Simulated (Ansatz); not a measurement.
Job for Ansatz (an electronic-structure program): R-PBE0/def2-TZVPPD on C3H6F2 (a complex), monomers drawn apart or pushed together. Files ending in .json are basis or fitting sets from the Basis Set Exchange.

Ansatz 0.2 input:
```yaml
crystal:
  periodic: [false, false, false]
  atoms:
    - {symbol: C, position_ang: [0.36766658, 0.66827527, -0.22414263]}
    - {symbol: F, position_ang: [-1.00917104, 0.55200367, -0.02614237]}
    - {symbol: H, position_ang: [0.58069407, 1.67532978, -0.58369717]}
    - {symbol: H, position_ang: [0.87130459, 0.48736240, 0.72435410]}
    - {symbol: H, position_ang: [0.67317594, -0.07022206, -0.96585117]}
    - {symbol: C, position_ang: [-1.23646692, -0.45102167, 4.16840458]}
    - {symbol: C, position_ang: [-0.05238435, -0.49696927, 4.74176662]}
    - {symbol: F, position_ang: [1.08800283, -0.23750601, 4.05917017]}
    - {symbol: H, position_ang: [-1.35921929, -0.20373679, 3.12279330]}
    - {symbol: H, position_ang: [-2.11182418, -0.66758552, 4.76324064]}
    - {symbol: H, position_ang: [0.15402838, -0.73484698, 5.77671857]}
basis:
  gaussian:
    orbitals: def2-TZVPPD.json
hamiltonian:
  xc: {name: PBE0}
scf: {lower_state_search: off}
```

The head of its log:

```
WARN ansatz: RAYON_NUM_THREADS=1 ignored (pool sized by the plan → 1); use --threads N
Functional definition: PBE0
these checks for a lower state are left out or cut short: stability, starts, cluster_reference, orbital_swaps, neighbouring_geometries, increment
integrals: 0.19 GiB planned
1270 factors; their error is unknown
mean field: 1.73 GiB planned
mean field evaluation 1: about -8629.8152 eV, gradient 5.4e1 eV
mean field evaluation 2: about -8629.0814 eV, gradient 5.4e1 eV
```

**Question.** Predict the final total energy.

**Answer.** -317.3653 hartree.
